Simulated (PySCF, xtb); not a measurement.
Si(F)3(OH) (F₃HOSi), SMILES O[Si](F)(F)F.

xtb 6.7.1 with GFN2-xTB at its own geometry gives an orbital gap of 10.71 eV and a dipole moment of 3.01 D.

Geometry optimised at PBE-D3(BJ)/def2-SVP. One conformer was computed; it need not be the lowest.

Task: What does M06-2X/def2-TZVP (PySCF) give? (Estimate from the structure and the level; the computed values follow.)

Result: gap 13.22 eV (levels -12.63 and 0.59 eV), dipole 2.26 D.
